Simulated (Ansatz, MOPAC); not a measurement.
Molecule: TaO2Cl, charge 0, multiplicity 1. SMILES: [O]=[Ta](=[O])[Cl]

Atoms: Ta1, O2, O3, Cl4. Bonds: Ta1-O2, Ta1-O3, Ta1-Cl4.

Bond lengths (Å) and angles (degrees) optimised at PM6 with MOPAC; PM7 with MOPAC; MP2/6-31G* with LANL2DZ past Ar with Ansatz (an electronic-structure program), each started from the B3LYP-D3(BJ)/def2-TZVP structure (Ansatz) of the last column. A row stands for all coordinates that are equal there. 6-31G* holds six Cartesian d functions. No wavenumbers were computed at MP2/6-31G* with LANL2DZ past Ar, so these may be saddle points.

```tsv
coordinate	PM6	PM7	MP2/6-31G* with LANL2DZ past Ar	B3LYP-D3(BJ)/def2-TZVP
Ta1-O2	1.671	1.700	1.765	1.737
Ta1-Cl4	2.323	2.381	2.359	2.330
O2-Ta1-O3	100.2	100.2	104.7	106.7
O2-Ta1-Cl4	95.6	93.8	110.0	110.4
```

Mean signed difference of all 3 bond lengths from B3LYP-D3(BJ)/def2-TZVP: PM6 -0.046 Å, PM7 -0.007 Å, MP2/6-31G* with LANL2DZ past Ar 0.029 Å.
